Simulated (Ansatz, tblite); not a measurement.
Removing and adding an electron: Al₃Ru (the lowest doublet isomer of a short search). Total charge 0; doublet. Geometry: PBE-D4/def2-SVP. Ansatz, gas phase; energy differences of separate SCF runs; the oxidised species is a singlet (the triplet lies 0.23 eV higher at PBE0-D4/def2-TZVP); the reduced species is a singlet (the triplet lies 0.88 eV higher at PBE0-D4/def2-TZVPD).

```tsv
atom	x (Å)	y (Å)	z (Å)
Ru1	-0.092	0.162	-1.078
Al2	1.732	-0.442	0.156
Al3	-0.463	1.606	0.651
Al4	-1.177	-1.326	0.271
```

In the def2 sets Ru takes a core potential; there is no spin–orbit coupling. The xTB rows come from tblite. The structure comes from a short search, and lower isomers may exist.

```csv
level,−HOMO (eV),vertical IE (eV),−LUMO (eV),vertical EA (eV),HOMO–LUMO gap (eV),IE − EA (eV),remarks
GFN1-xTB,–,9.48,–,4.33,–,5.14,–
GFN2-xTB,–,9.75,–,3.78,–,5.96,–
PBE-D4/def2-TZVP,4.44,6.59,3.99,–,0.46,–,restricted SCF unstable in HF (+1 singlet)
PBE-D4/def2-TZVPD,4.44,–,3.99,2.04,0.46,–,–
r2SCAN-D4/def2-TZVP,4.66,6.69,3.83,–,0.83,–,restricted SCF unstable in HF (+1 singlet)
r2SCAN-D4/def2-TZVPD,4.65,–,3.83,2.01,0.83,–,–
PBE0-D4/def2-TZVP,5.02,6.51,3.19,–,1.83,–,restricted SCF unstable in HF (+1 singlet)
PBE0-D4/def2-TZVPD,5.02,–,3.19,1.90,1.83,–,–
```

Run but left out: HF/def2-TZVPP, MP2/def2-TZVPP, CCSD/def2-TZVPP, CCSD(T)/def2-TZVPP (flagged by the program: large difference).   HOMO and LUMO are the levels of the spin that leaves or enters (xTB has no such levels and no spin-polarisation term). Other spin states of the ions may lie lower, which would lower the ionisation energy or raise the affinity. Raw xTB energy differences between charge states are shifted by several eV; the methods need an empirical correction for them.
